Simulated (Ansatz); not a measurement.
The cluster Te3Pb3. Total charge 0; triplet. Geometry PBE-D4/def2-SVP, that of the charge -1 doublet; atoms count from 1.

```xyz
6

Pb    0.447   -2.146    0.795
Pb   -2.267   -0.239    0.486
Pb    1.122    1.511   -0.532
Te    2.232   -1.193   -1.280
Te   -1.651    1.536   -1.720
Te    0.117    0.530    2.251
```

In the def2 sets Pb, Te take a core potential; there is no spin–orbit coupling. At PBE0-D4/def2-TZVPD a singlet of charge 0 lies 0.53 eV below the triplet at the same geometry. The structure comes from a short search, and lower isomers may exist.

**Question.** Estimate the Mulliken populations from the PBE0/def2-TZVPD orbitals of Ansatz.

**Answer.** 
```tsv
atom	charge (e)	spin (α − β)
Pb1	0.31	0.44
Pb2	0.31	0.44
Pb3	0.45	0.03
Te4	-0.32	0.43
Te5	-0.32	0.43
Te6	-0.42	0.24
```
Mulliken values and Mayer orders depend strongly on the basis. With diffuse functions, as here, like atoms can get unlike values, and bond orders can come out too low or too high.

**Question.** Where does the spin sit?

**Answer.** Summed by element: Pb 0.91, Te 1.09, of 2 unpaired in all. Largest on single atoms: Pb2 0.44, Pb1 0.44, Te4 0.43.

**Question.** And the Mayer bond orders between bonded heavy atoms (over 0.3)?

**Answer.** Pb1–Pb2 0.42 (3.33 Å); Pb1–Te4 0.91 (2.90 Å); Pb1–Te6 0.62 (3.06 Å); Pb2–Te5 0.91 (2.90 Å); Pb2–Te6 0.62 (3.06 Å); Pb3–Te4 0.74 (3.02 Å); Pb3–Te5 0.74 (3.02 Å); Pb3–Te6 0.61 (3.12 Å).
